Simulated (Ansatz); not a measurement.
`COB(O)Cl` and `OB(Cl)Cl` differ in one atom or group.

Ansatz, PBE0-D4/def2-TZVP geometries, multiplicity 1. Each molecule was computed in one conformer, which needn't be the lowest.

```json
{"property": "HOMO–LUMO gap (B3LYP/def2-TZVPP) / eV", "`COB(O)Cl`": "9.09"}
{"property": "LUMO energy (PBE/def2-TZVPP) / eV", "`COB(O)Cl`": "-0.09"}
{"property": "HOMO–LUMO gap (PBE0/def2-TZVPP) / eV", "`COB(O)Cl`": "9.70"}
{"property": "size of the dipole moment (ωB97M-V/def2-TZVPP) / D", "`COB(O)Cl`": "2.41"}
{"property": "HOMO energy (B3LYP/def2-TZVPP) / eV", "`COB(O)Cl`": "-8.71"}
{"property": "LUMO energy (PBE0/def2-TZVPP) / eV", "`COB(O)Cl`": "0.75"}
```

(1) Give the same properties after the change, and the shifts. (Best estimate.)

## Answers

(1) The calculation gave: 
```tsv
property	`OB(Cl)Cl`	shift
HOMO–LUMO gap (B3LYP/def2-TZVPP) / eV	8.22	-0.87
LUMO energy (PBE/def2-TZVPP) / eV	-1.37	-1.28
HOMO–LUMO gap (PBE0/def2-TZVPP) / eV	8.71	-0.99
size of the dipole moment (ωB97M-V/def2-TZVPP) / D	1.79	-0.62
HOMO energy (B3LYP/def2-TZVPP) / eV	-8.79	-0.08
LUMO energy (PBE0/def2-TZVPP) / eV	-0.37	-1.12
```

With PBE0 the HOMO falls by 0.12 eV and the LUMO falls by 1.12 eV, so the gap narrows by about 1.00 eV. PBE moves the HOMO by -0.27 eV and ωB97M-V by 0.00 eV. Dipoles are sizes alone; their direction can turn.

B3LYP here is the variant with VWN-RPA as its local correlation; programs differ in this.
